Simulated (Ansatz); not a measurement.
```yaml
crystal:
  periodic: [false, false, false]
  atoms:
    - {symbol: C, position_ang: [-1.068600, -2.037217, 1.098165]}
    - {symbol: N, position_ang: [-0.644249, -0.687797, 1.375774]}
    - {symbol: C, position_ang: [-0.350914, -0.494233, 2.772330]}
    - {symbol: Zr, position_ang: [-0.276566, 0.572011, -0.200513]}
    - {symbol: N, position_ang: [-2.119295, 0.592887, -1.116527]}
    - {symbol: N, position_ang: [0.071166, 2.372504, 0.727648]}
    - {symbol: C, position_ang: [0.747190, 0.540734, -2.558453]}
    - {symbol: C, position_ang: [0.742393, -0.787684, -2.074328]}
    - {symbol: C, position_ang: [1.639128, -0.860617, -0.988892]}
    - {symbol: C, position_ang: [2.192378, 0.426020, -0.798742]}
    - {symbol: C, position_ang: [1.648421, 1.285532, -1.775881]}
    - {symbol: H, position_ang: [-1.296147, -2.167707, 0.035060]}
    - {symbol: H, position_ang: [-0.301292, -2.779694, 1.371211]}
    - {symbol: H, position_ang: [-1.981876, -2.295342, 1.656056]}
    - {symbol: H, position_ang: [-1.231877, -0.704355, 3.398586]}
    - {symbol: H, position_ang: [-0.040476, 0.535467, 2.955668]}
    - {symbol: H, position_ang: [0.453751, -1.161893, 3.120121]}
    - {symbol: H, position_ang: [-2.965500, 0.415176, -0.591331]}
    - {symbol: H, position_ang: [-2.369587, 0.752772, -2.080641]}
    - {symbol: H, position_ang: [-0.688870, 2.943218, 1.076466]}
    - {symbol: H, position_ang: [0.916469, 2.922395, 0.760381]}
    - {symbol: H, position_ang: [0.156418, 0.917817, -3.380505]}
    - {symbol: H, position_ang: [0.145423, -1.600045, -2.462938]}
    - {symbol: H, position_ang: [1.857019, -1.739911, -0.400663]}
    - {symbol: H, position_ang: [2.905490, 0.701111, -0.034642]}
    - {symbol: H, position_ang: [1.860012, 2.338848, -1.883439]}
basis:
  gaussian: {orbitals: def2-TZVP}
hamiltonian: {xc: {name: HF}}
correlation: {active_space: {window: {electrons: 3, orbitals: 2}}}
output: {forces: true}
```

```sh
$ ansatz run in.yaml --threads 4 --pin off --events-out ev --progress --plain --max-ram 63488MiB --backend cuda --devices 0, --max-vram 37GiB
```

It prints (some lines left out):

```
Functional definition: HF
3090 factors; integrals over basis functions are off by at most 1.3e-3 eV
mean field evaluation 1: about -13156.1848 eV, gradient 7.5e1 eV
mean field evaluation 2: about -13156.7184 eV, gradient 7.5e1 eV
mean field evaluation 4: about -13169.1159 eV, gradient 7.1e0 eV
mean field evaluation 8: about -13169.2890 eV, gradient 5.3e-1 eV
mean field -13169.28999862 eV, -483.9624809841 hartree, gradient 1.5e-6 eV, S^2 0.000000; 0 other end points of the search recorded, 0 dependent functions left out
reference -13169.28999862 eV, -483.9624809841 hartree; 45, 45 occupied and 395, 395 virtual orbitals, 3090 factors
Error: 3 electrons in 2 orbitals form no window around the highest filled level of the reference
```

Task: What is wrong with this run?

Result: The active space doesn't fit the electrons. The run stopped with an error.
